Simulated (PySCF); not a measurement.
# Atomic charges by several schemes

Compound: C₅H₉FOSi₂.
Cartesian coordinates in Å at the GFN2-xTB level; atoms count from 1:
```xyz
18
C5H9FOSi2 angstrom
C     -2.6036   -1.1195    0.1969
Si    -2.3909    0.7488   -0.0323
C     -1.1202    1.0041   -1.4785
F     -0.9467    2.3769   -1.6556
C      0.1422    0.3749   -1.1920
C      1.1999   -0.1339   -0.9059
Si     2.8123   -0.9097   -0.4660
C      3.6765    0.3953    0.6497
O      4.0982    0.1686    1.7549
H     -1.6652   -1.5894    0.4801
H     -2.9507   -1.6022   -0.7130
H     -3.3284   -1.3320    0.9759
H     -1.8259    1.3952    1.1525
H     -3.6273    1.4058   -0.4678
H     -1.5105    0.6343   -2.4350
H      2.6066   -2.1442    0.2889
H      3.6426   -1.0883   -1.6619
H      3.7824    1.4216    0.2326
```

Density: PBE0/pcSseg-1 (PySCF); schemes: Mulliken, IAO, Hirshfeld and ESP-fitted. Isolated species at its GFN2-xTB geometry (one conformer only).

Q: Give the atomic charges in each scheme.

A: In e:

```
atom       environment  Mulliken     IAO  Hirshfeld  ESP-fitted
  C1  Si-methyl carbon    -0.638  -0.723     -0.209      -0.618
 Si2      SiH2 silicon    +0.654  +0.785     +0.357      +0.568
  C3    sp3 C–F carbon    -0.058  -0.101     -0.011      -0.035
  F4    alkyl fluorine    -0.328  -0.318     -0.119      -0.220
  C5     alkyne carbon    +0.100  -0.014     -0.032      +0.056
  C6     alkyne carbon    -0.481  -0.360     -0.163      -0.349
 Si7      SiH2 silicon    +0.661  +0.738     +0.361      +0.428
  C8   carbonyl carbon    -0.023  +0.012     +0.051      +0.323
  O9   carbonyl oxygen    -0.331  -0.350     -0.208      -0.409
 H10   methyl hydrogen    +0.156  +0.166     +0.044      +0.158
 H11   methyl hydrogen    +0.144  +0.159     +0.046      +0.148
 H12   methyl hydrogen    +0.148  +0.164     +0.048      +0.169
 H13     Si–H hydrogen    -0.056  -0.109     -0.068      -0.100
 H14     Si–H hydrogen    -0.074  -0.117     -0.073      -0.129
 H15  methine hydrogen    +0.157  +0.171     +0.057      +0.143
 H16     Si–H hydrogen    -0.066  -0.099     -0.058      -0.063
 H17     Si–H hydrogen    -0.074  -0.107     -0.063      -0.084
 H18   formyl hydrogen    +0.108  +0.102     +0.038      +0.015
```

Mean size of the charges over all atoms: IAO 0.255 e, Mulliken 0.236 e, ESP-fitted 0.223 e, Hirshfeld 0.111 e. Each set sums to the total charge, 0, to within 0.001 e. The Hirshfeld scheme weights the molecular density at each point by an atom's share of the summed free-atom densities.

Lowest charge. All schemes agree: Mulliken C1 (-0.638); IAO C1 (-0.723); Hirshfeld C1 (-0.209); ESP-fitted C1 (-0.618).

Highest charge. The schemes don't all agree: Mulliken Si7 (+0.661); IAO Si2 (+0.785); Hirshfeld Si7 (+0.361); ESP-fitted Si2 (+0.568).

Q: How closely do the schemes follow one another over all atoms?

A: Correlation coefficient and root-mean-square difference: Mulliken with IAO 0.99, 0.062 e; IAO with Hirshfeld 0.97, 0.206 e; Mulliken with Hirshfeld 0.95, 0.182 e; IAO with ESP-fitted 0.94, 0.126 e; Mulliken with ESP-fitted 0.94, 0.114 e; Hirshfeld with ESP-fitted 0.93, 0.155 e.

Q: Sum the charges by element, for elements with more than one atom.

A: 
```csv
element,atoms,Mulliken,IAO,Hirshfeld,ESP-fitted
C,5,-1.100,-1.186,-0.363,-0.623
Si,2,+1.315,+1.523,+0.718,+0.996
H,9,+0.443,+0.331,-0.028,+0.256
```
